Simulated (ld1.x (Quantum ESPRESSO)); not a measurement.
Results of a calculation; reference values are marked as such.
**Potentials for aluminium (Al) compared**

Generated with ld1.x 7.5 (TM, RRKJ, ultrasoft, PAW), atompaw 4.2 or ONCVPSP 4.0.1. The cutoff is in Ry: for ld1.x and atompaw files where the sum of valence levels is converged to 10 mRy in a Bessel basis, for ONCV files where the hardest occupied wave has 1 mHa per electron of residual kinetic energy. The error is the largest all-electron minus pseudo excitation energy over each file’s own four to seven test configurations (ionisations up to +4, promotions, holes and added fractions of an electron), all of which were solved. The labels leave out finer settings (local radius, basis sizes, second energies), which also bear on the numbers. Spin-polarised tests are not counted. The rows are a selection from randomly drawn settings: files with unsolved tests, undetermined cutoffs or missed reference levels are left out.

```tsv
potential	cutoff (Ry)	largest error (meV)	bound ghosts
RRKJ, PBEsol, scalar-relativistic, rc 2.10/2.00/1.75 (spd), local smoothed, core correction yes, reference 3s2 3p0.5	25	-18	none
TM, PBEsol, non-relativistic, rc 1.70/1.70 (sp), local p, core correction yes, reference 3s2 3p1	15	+6.3	none
PAW, PBE, scalar-relativistic, rc 1.75/2.20/1.90 (spd), local smoothed, core correction yes, reference 3s2 3p0.5	10	-16	none
```

Task: Fill in the row for Al: TM, PBE, non-relativistic, rc 1.75/2.55/2.20 (spd), local smoothed, core correction yes, reference 3s1.5 3p1.5.

Result: cutoff 10 Ry, largest error +8.2 meV, bound ghosts: none.

Task: Fill in the row for Al: TM, PBE, non-relativistic, rc 2.15/1.75/2.15 (spd), local s, core correction no, reference 3s1.5 3p1.5.

Result: cutoff 10 Ry, largest error +7.6 meV, bound ghosts: none.

Task: Fill in the row for Al: RRKJ, PBE, scalar-relativistic, rc 1.70/2.20 (sp), local p, core correction yes, reference 3s2 3p1.

Result: cutoff 10 Ry, largest error +7.3 meV, bound ghosts: none.
